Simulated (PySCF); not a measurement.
Two species compared at the same levels of theory.

First species: C₇H₁₁O₂P.
Cartesian coordinates in Å at the GFN2-xTB level; atoms count from 1:
```xyz
21
C7H11O2P angstrom
C     -3.0996   -0.9418    0.0771
O     -2.3675    0.2079    0.4135
C     -0.9666    0.0755    0.2831
C     -0.5024    0.1915   -1.1468
C      0.7593    0.4120   -1.4807
P      2.0110    0.7410   -0.2153
C      2.5899   -0.8939    0.3906
O      3.1086    1.6104   -0.6503
C      0.9623    1.4254    1.0925
C     -0.3180    1.1007    1.1732
H     -4.1451   -0.6995    0.2557
H     -2.9706   -1.2259   -0.9736
H     -2.8118   -1.7939    0.7075
H     -0.6674   -0.9248    0.6546
H     -1.2780    0.0909   -1.8940
H      1.0771    0.5276   -2.5076
H      3.1408   -1.3684   -0.4195
H      1.7760   -1.5336    0.7145
H      3.2732   -0.7108    1.2178
H      1.4101    2.1784    1.7252
H     -0.9901    1.5483    1.8912
```

Second species: 2-fluorobenzonitrile, C₇H₄FN.
Atom-mapped SMILES: `[N:1]#[C:2][c:3]1[cH:4][cH:5][cH:6][cH:7][c:8]1[F:9]` (hydrogens: H10 on C4; H11 on C5; H12 on C6; H13 on C7)

Levels: PBE0/pcSseg-1 for dipole moment, HOMO energy, LUMO energy and HOMO–LUMO gap; GFN2-xTB for rotational constant A and rotational constant C. Geometries: GFN2-xTB. All species are isolated and taken at one optimised geometry, non-relativistic unless stated. Electronic properties by PySCF.

The conformers computed, where there is a choice (atom-mapped SMILES and torsion angles):
- `[CH3:1][O:2][C@H:3]1[CH:4]=[CH:5][P@@:6]([CH3:7])(=[O:8])[CH:9]=[CH:10]1`: C1–O2–C3–C4 79°

```csv
property,column X,column Y
dipole moment,5.32 D,5.27 D
HOMO energy,-7.95 eV,-7.59 eV
LUMO energy,-1.82 eV,-1.10 eV
HOMO–LUMO gap,6.13 eV,6.49 eV
rotational constant A,2.923 GHz,2.646 GHz
rotational constant C,1.007 GHz,0.650 GHz
```

Problem. Which column belongs to which species?

Solution. Column X is the second species and column Y the first. The first has 21 atoms and 84 electrons, the second 13 and 62.

Problem. How does each property change from the first species to the second?

Solution. dipole moment +0.05 D; HOMO energy -0.36 eV; LUMO energy -0.72 eV; HOMO–LUMO gap -0.36 eV; rotational constant A +0.277 GHz; rotational constant C +0.357 GHz.

On the first: A dipole of 5.27 D is allowed in C1, and pure rotational transitions are dipole-allowed. In atomic units the dipole is 2.07 e·bohr (1 au = 2.5417 D).

On the second: The dipole matches unit charges of opposite sign 1.11 Å apart (1 e·Å = 4.8032 D). A dipole of 5.32 D is allowed in Cs, and pure rotational transitions are dipole-allowed.
